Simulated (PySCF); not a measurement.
These compounds are isomers of formula C7H7FO.

A. `c1cccc(CO)c1F`
B. `InChI=1S/C7H7FO/c1-7-3-2-6(9-7)5(8)4-7/h2-4,6H,1H3/t6-,7+/m1/s1`
C. `c1c(CF)ccc(O)c1`

Spectrum 1. $^{1}$H NMR (500 MHz, computed): δ 7.57 (m, 1H), 7.30 (d, 1H), 5.91 (m, 1H), 4.78 (m, 1H), 1.71 (s, 3H). $^{13}$C{$^{1}$H} NMR (computed): δ 201.4 (C), 162.1 (CH), 154.7 (CH), 122.9 (CH), 93.2 (C), 84.8 (CH), 19.2 (CH3).

Spectrum 2. $^{1}$H NMR (500 MHz, computed): δ 8.06 (m, 1H), 7.55 (m, 1H), 7.51 (m, 1H), 7.31 (m, 1H), 5.19 (s, 2H), 0.25 (br s, 1H). $^{13}$C{$^{1}$H} NMR (computed): δ 169.0 (C), 136.5 (C), 133.9 (CH), 131.8 (CH), 129.6 (CH), 120.9 (CH), 63.3 (CH2).

Spectrum 3. $^{1}$H NMR (500 MHz, computed): δ 7.45 (m, 2H), 7.01 (d, 2H), 5.90 (m, 2H), 4.23 (br s, 1H). $^{13}$C{$^{1}$H} NMR (computed): δ 162.6 (C), 135.0 (C), 129.4 (CH), 118.9 (CH), 86.8 (CH2).

In vacuum, single conformer, equivalent nuclei averaged, non-relativistic. NMR shieldings at PBE0/pcSseg-1/GIAO; coordinates at the GFN2-xTB level; PySCF.

Referencing at the same level of theory: $^{1}$H (31.72 ppm), $^{13}$C (186.93 ppm) vs TMS. Splittings of carbon signals by F and P are missing where no couplings were computed. Where no couplings were computed, multiplicities follow the n + 1 count of equivalent neighbours, and m marks all less simple cases (inequivalent or close neighbours, rings, F or P nearby). Shifts are as computed. Against solution values, carbons near 30 ppm lie about +3 ppm off and those near 130 ppm about +5 ppm (rms about the fit 2.1 ppm; single classes can miss by 10 ppm). Of 1328 compounds with measured shifts, 309 miss one by over three times the rms of a fit or turn the order of signals round; such compounds aren't used in these exercises. Signals without a measured value on file couldn't be tested in this way; 1H shifts scatter by 0.2 ppm about their fit, and single ones miss by 0.5 ppm. OH and NH positions are gas-phase values without hydrogen bonding to other molecules.

**Question.** Which spectrum belongs to which compound?

**Answer.** 1–B, 2–A, 3–C.

- Spectrum 1 (B): 7 $^{13}$C signals; δC 162.1 is an alkene CH; δC 154.7 is an alkene CH.
- Spectrum 2 (A): 7 $^{13}$C signals; δC 169.0 is an aromatic carbon bearing fluorine; δC 133.9 is an aromatic CH.
- Spectrum 3 (C): 5 $^{13}$C signals; δC 162.6 is an aromatic carbon bearing oxygen; δC 129.4 is an aromatic CH.
